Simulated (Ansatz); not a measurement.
Molecule: SiCl$_{2}$, net charge 1, doublet state. SMILES of the parent species: Cl[Si]Cl

Atoms: Si1, Cl2, Cl3. Bonds: Si1-Cl2, Si1-Cl3.

Bond lengths (Å) and angles (degrees) optimised at HF/3-21G with Ansatz (an electronic-structure program); B3LYP/LANL2DZ with Ansatz; B3LYP/6-31G* with Ansatz, each started from the B3LYP-D3(BJ)/def2-TZVP structure (Ansatz) of the last column. A row stands for all coordinates that are equal there. 6-31G* holds six Cartesian d functions. No wavenumbers were computed at B3LYP/LANL2DZ, so these may be saddle points.

```json
[
 {"coordinate": "Si1-Cl2", "HF/3-21G": "2.099", "B3LYP/LANL2DZ": "2.115", "B3LYP/6-31G*": "1.993", "B3LYP-D3(BJ)/def2-TZVP": "1.977"},
 {"coordinate": "Cl2-Si1-Cl3", "HF/3-21G": "121.9", "B3LYP/LANL2DZ": "120.8", "B3LYP/6-31G*": "122.0", "B3LYP-D3(BJ)/def2-TZVP": "122.1"}
]
```

Mean signed difference of all 2 bond lengths from B3LYP-D3(BJ)/def2-TZVP: HF/3-21G 0.122 Å, B3LYP/LANL2DZ 0.138 Å, B3LYP/6-31G* 0.016 Å.
